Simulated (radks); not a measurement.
Values are calculated unless marked as measured or tabulated.
Ionisation of Mn10+, [Ne] 3s2 3p3, to Mn11+, [Ne] 3s2 3p2, under several functionals. Scalar-relativistic Kohn-Sham, spin-unpolarised, spherical densities, point nucleus; a radial shooting solver on a logarithmic mesh with Libxc functionals.

functional                                        E(Mn10+) (hartree)  Exc (hartree)  IE (eV)  -e(HOMO) (eV)  <r> HOMO (bohr)  IE error (eV)
RPBE                                                     -1119.39347      -44.52899   281.22         266.59           0.7598           -4.9
B86b exchange with PBE correlation                       -1119.44585      -44.58158   281.36         266.71           0.7593           -4.7
AM05                                                     -1117.20794      -42.30323   281.13         266.46           0.7590           -5.0
XLYP                                                     -1119.71253      -44.84988   281.28         266.60           0.7595           -4.8
HCTH/407                                                 -1119.55408      -44.72017   282.49         267.89           0.7575           -3.6
LDA (Slater exchange, Perdew-Zunger correlation)         -1116.95623      -42.04526   281.32         266.63           0.7587           -4.8
PW91                                                     -1119.45326      -44.58937   281.47         266.81           0.7591           -4.6

NIST Atomic Spectra Database: 286.1 eV (semi-empirical). Closest: HCTH/407. The Delta-SCF values span 1.37 eV, the total energies 2.76 hartree. The highest occupied level is 3p. Spin polarisation and multiplet splitting are left out, so open shells lie too high by an amount that depends on their filling.

Beside tabulated values, note that spin-unpolarised runs miss the spin-polarisation part of the exchange energy of open shells.
